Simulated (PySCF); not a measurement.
A run for PySCF: R-HF/STO-3G on BBrH2 (SMILES BBr), a point of a bond scan (R = 1.302 Å).

```python
from pyscf import gto, scf, dft, mp
from pyscf.data.elements import chemcore

mol = gto.M(
    atom='''
    B    -0.84896739   -1.29115255    0.21121296
    H    -0.43399479   -2.15200465    1.09522511
    H    -1.82647135   -1.42145963   -0.44309788
    Br    0.18694365    0.28431336   -0.04650935
    ''',
    basis='sto-3g',
    charge=0, spin=0, verbose=3, max_memory=1800)
mf = scf.RHF(mol)
mf.conv_tol = 1e-8
mf.max_cycle = 100
mf.kernel()
if not mf.converged:
    mf = mf.newton().run(mf.mo_coeff, mf.mo_occ)
```

Program output:

```
converged SCF energy = -2570.20457499087
```

The calculation finished and met its thresholds.

Cost: roughly 0.29 core-seconds.
